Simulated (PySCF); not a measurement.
C3H10NSi (doublet state).
Geometry (GFN2-xTB, Å), atoms numbered from 1 in this order:
```
atom  x, y, z in Å
C1    -1.5341   -1.2263   -0.6316
C2    -0.5669   -0.1767   -0.2106
C3    -0.8753    0.7357    0.9191
N4     0.7019   -0.1626   -0.7475
Si5    2.1242    0.6565   -0.2043
H6    -2.5408   -0.8129   -0.7124
H7    -1.5827   -2.0536    0.0901
H8    -1.2590   -1.6474   -1.5982
H9    -0.0965    0.6896    1.6866
H10   -0.9341    1.7780    0.5901
H11   -1.8277    0.4688    1.3704
H12    0.8239   -0.8705   -1.4566
H13    1.8248    2.0838   -0.0618
H14    3.0781    0.3711   -1.2744
H15    2.6598    0.1745    1.0825
```

The hyperfine couplings belong to this conformer and change with its torsions.

The species is `C[C](C)N[SiH3]` [radical].

Level of theory: UKS B3LYP, pcH-1 on C H N Si, non-relativistic, mean-field spin-orbit, GIAO in PySCF 2.14.0. Geometry: GFN2-xTB, one conformer, isolated molecule. Couplings are sensitive to structure, and on GFN2-xTB geometries they can be far from those on DFT ones. The SCF solution wasn't tested for stability.

Principal values of hyperfine tensors in MHz (contact, dipolar and spin–orbit terms together), for some of the nuclei:

| atom | isotope | A1 | A2 | A3 |
| --- | --- | --- | --- | --- |
| H10 | 1H | 98.53 | 99.08 | 111.66 |
| C2 | 13C | 13.32 | 14.18 | 239.30 |
| H9 | 1H | 65.67 | 66.47 | 77.76 |
| H6 | 1H | 46.06 | 46.81 | 59.68 |
| H15 | 1H | 35.08 | 35.79 | 40.48 |
| C3 | 13C | -32.41 | -31.75 | -28.61 |
| C1 | 13C | -31.23 | -30.48 | -27.34 |
| H8 | 1H | 9.44 | 10.33 | 22.05 |

(1) Give the isotropic coupling of each nucleus in MHz and in mT (g = 2.0028), and the anisotropic part.

(2) What spin density at the nucleus of C1 lies behind its contact coupling (g_N = 1.40482)?

(3) H7 (1H, g_N = 5.58569) isn't in the table. Its spin density at the nucleus is 0.02672 bohr⁻³. What is its contact coupling?

(4) Name the largest traceless tensor T of the table and describe it.

(5) What first-order splitting does H10 cause when the field lies along A1, A2 or A3 of its tensor (g taken as isotropic, no quadrupole term)?

## Answers

(1) a_iso is a third of the trace, T = A − a_iso, and a(mT) = a(MHz)/(g × 13.996). The tensors hold a spin–orbit part: the run splits a_iso into a_FC + a_SO, and T includes its anisotropic share.

| atom | a_iso (MHz) | a_FC | a_SO | a_iso (mT) | T1 | T2 | T3 |
| --- | --- | --- | --- | --- | --- | --- | --- |
| H10 | 103.09 | 103.09 | 0.00 | 3.678 | -4.56 | -4.01 | 8.57 |
| C2 | 88.94 | 89.03 | -0.10 | 3.173 | -75.61 | -74.76 | 150.37 |
| H9 | 69.96 | 69.96 | 0.00 | 2.496 | -4.30 | -3.50 | 7.80 |
| H6 | 50.85 | 50.85 | 0.00 | 1.814 | -4.79 | -4.04 | 8.83 |
| H15 | 37.12 | 37.11 | 0.00 | 1.324 | -2.03 | -1.33 | 3.36 |
| C3 | -30.92 | -30.93 | 0.01 | -1.103 | -1.49 | -0.82 | 2.31 |
| C1 | -29.68 | -29.69 | 0.01 | -1.059 | -1.55 | -0.80 | 2.35 |
| H8 | 13.94 | 13.94 | 0.00 | 0.497 | -4.50 | -3.61 | 8.11 |

(2) a_FC = (2μ0/3) gₑ μB g_N μN ρ(0)/(2S·h) = 800.24 MHz × g_N × ρ(0)/(2S), with ρ in bohr⁻³. With a_FC = -29.69 MHz and 2S = 1, ρ(0) = -0.02641 bohr⁻³.

(3) By the same relation, a_FC = 119.4 MHz. Its full tensor has the principal values 115.14, 115.83, 127.30 MHz.

(4) C2: -75.6, -74.8, 150.4 MHz, axial, in the ratio −1:−1:+2, the form that spin in one p orbital centred on that nucleus gives.

(5) 2 lines (I = 1/2), spaced by |A_i|/(g × 13.996): 3.51, 3.53, 3.98 mT along the axes of A1, A2 and A3.
